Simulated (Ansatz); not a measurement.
Job for Ansatz (a program for electronic structure): U-PBE0/def2-TZVPP on LaCl, 2S+1 = 3, a spin state set in the input, which need not be the lowest. Elements past Kr take the def2 small-core potentials; no spin–orbit coupling.

Ansatz 0.2 input:
```yaml
crystal:
  periodic: [false, false, false]
  atoms:
    - {symbol: La, position_ang: [0.00000000, 0.00000000, 0.00000000]}
    - {symbol: Cl, position_ang: [0.00000000, 0.00000000, 2.93500000]}
basis:
  gaussian:
    orbitals: def2-TZVPP
hamiltonian:
  xc: {name: PBE0}
magnetization: {spin_polarized: true, initial_magnetization: 2}
relax: {f_tol: 0.002, max_steps: 120}
```

It printed:

```
WARN ansatz: RAYON_NUM_THREADS=1 ignored (pool sized by the plan → 1); use --threads N
Functional definition: PBE0
integrals: 0.03 GiB planned
662 factors; their error is unknown
mean field: 0.35 GiB planned
mean field evaluation 1: about -13376.7798 eV, gradient 1.4e1 eV
mean field evaluation 2: about -13373.4485 eV, gradient 2.8e1 eV
mean field evaluation 4: about -13378.2065 eV, gradient 1.5e0 eV
mean field evaluation 8: about -13378.2236 eV, gradient 4.9e-2 eV
mean field evaluation 16: about -13378.2664 eV, gradient 2.1e-4 eV
mean field evaluation 32: about -13377.8290 eV, gradient 2.9e0 eV
mean field -13378.26643443 eV, -491.6422233505 hartree, gradient 1.2e-5 eV, S^2 2.002519; 2 other end points of the search recorded, 0 dependent functions left out
the calculation of the forces begins
reference -13378.26646835 eV, -491.6422245971 hartree; 15, 13 occupied and 83, 85 virtual orbitals, 662 factors
relax step   1: F+E_penalty+E_count = -13378.26643443 eV  Δ(F+E_penalty+E_count) = +0.000e0 eV  max|allowed force component| = 2.024e0 eV/Å  Δτ_max = 0.0000 Å  (87 SCF iters, accepted)
these checks for a lower state are left out or cut short: starts, cluster_reference, orbital_swaps, neighbouring_geometries, increment
integrals: 0.03 GiB planned
662 factors; their error is unknown
mean field: 0.35 GiB planned
mean field -13378.71100664 eV, -491.6585610781 hartree, gradient 1.6e-5 eV, S^2 2.002522; 0 other end points of the search recorded, 0 dependent functions left out
the calculation of the forces begins
reference -13378.71104271 eV, -491.6585624034 hartree; 15, 13 occupied and 83, 85 virtual orbitals, 662 factors
relax step   2: F+E_penalty+E_count = -13378.71100664 eV  Δ(F+E_penalty+E_count) = -4.446e-1 eV  max|allowed force component| = 6.800e-1 eV/Å  Δτ_max = 0.1481 Å  (47 SCF iters, accepted)
these checks for a lower state are left out or cut short: starts, cluster_reference, orbital_swaps, neighbouring_geometries, increment
integrals: 0.03 GiB planned
662 factors; their error is unknown
mean field: 0.36 GiB planned
mean field -13378.70129408 eV, -491.6582041482 hartree, gradient 2.1e-5 eV, S^2 2.002540; 0 other end points of the search recorded, 0 dependent functions left out
the calculation of the forces begins
reference -13378.70133124 eV, -491.6582055138 hartree; 15, 13 occupied and 83, 85 virtual orbitals, 662 factors
relax step   3: F+E_penalty+E_count = -13378.70129408 eV  Δ(F+E_penalty+E_count) = +9.713e-3 eV  max|allowed force component| = 9.655e-1 eV/Å  Δτ_max = 0.0749 Å  (42 SCF iters, rejected (line search))
these checks for a lower state are left out or cut short: starts, cluster_reference, orbital_swaps, neighbouring_geometries, increment
integrals: 0.03 GiB planned
662 factors; their error is unknown
mean field: 0.35 GiB planned
mean field -13378.73622743 eV, -491.6594879250 hartree, gradient 1.7e-5 eV, S^2 2.002529; 0 other end points of the search recorded, 0 dependent functions left out
the calculation of the forces begins
reference -13378.73626394 eV, -491.6594892666 hartree; 15, 13 occupied and 83, 85 virtual orbitals, 662 factors
relax step   4: F+E_penalty+E_count = -13378.73622743 eV  Δ(F+E_penalty+E_count) = -2.522e-2 eV  max|allowed force component| = 1.116e-1 eV/Å  Δτ_max = 0.0310 Å  (42 SCF iters, accepted)
these checks for a lower state are left out or cut short: starts, cluster_reference, orbital_swaps, neighbouring_geometries, increment
integrals: 0.03 GiB planned
662 factors; their error is unknown
mean field: 0.35 GiB planned
mean field evaluation 64: about -13378.7368 eV, gradient 5.9e-2 eV
mean field -13378.73680912 eV, -491.6595093018 hartree, gradient 1.5e-5 eV, S^2 2.002530; 0 other end points of the search recorded, 0 dependent functions left out
the calculation of the forces begins
reference -13378.73684572 eV, -491.6595106468 hartree; 15, 13 occupied and 83, 85 virtual orbitals, 662 factors
relax step   5: F+E_penalty+E_count = -13378.73680912 eV  Δ(F+E_penalty+E_count) = -5.817e-4 eV  max|allowed force component| = 1.698e-2 eV/Å  Δτ_max = 0.0061 Å  (41 SCF iters, accepted)
these checks for a lower state are left out or cut short: starts, cluster_reference, orbital_swaps, neighbouring_geometries, increment
integrals: 0.03 GiB planned
662 factors; their error is unknown
mean field: 0.35 GiB planned
mean field -13378.73682240 eV, -491.6595097897 hartree, gradient 1.2e-5 eV, S^2 2.002530; 0 other end points of the search recorded, 0 dependent functions left out
the calculation of the forces begins
reference -13378.73685899 eV, -491.6595111343 hartree; 15, 13 occupied and 83, 85 virtual orbitals, 662 factors
relax step   6: F+E_penalty+E_count = -13378.73682240 eV  Δ(F+E_penalty+E_count) = -1.328e-5 eV  max|allowed force component| = 1.180e-3 eV/Å  Δτ_max = 0.0007 Å  (33 SCF iters, accepted)
integrals: 0.03 GiB planned
662 factors; their error is unknown
mean field: 0.35 GiB planned
mean field evaluation 96: about -13378.4211 eV, gradient 2.8e0 eV
mean field -13378.73682240 eV, -491.6595097897 hartree, gradient 1.2e-5 eV, S^2 2.002530; 5 other end points of the search recorded, 0 dependent functions left out
the calculation of the forces begins
reference -13378.73685899 eV, -491.6595111343 hartree; 15, 13 occupied and 83, 85 virtual orbitals, 662 factors
Total energy: -13378.73685899 eV, -491.6595111343 hartree
Atom 0 at     0.000000    -0.000000     0.184381 Å, force    -0.000000    -0.000000    -0.001180 eV/Å
Atom 1 at    -0.000000     0.000000     2.750619 Å, force     0.000000     0.000000     0.001180 eV/Å
Dipole moment:    -0.000000     0.000000    -0.976485 e Å
```

Self-consistency was reached.

Cost: very roughly 22 core-seconds.
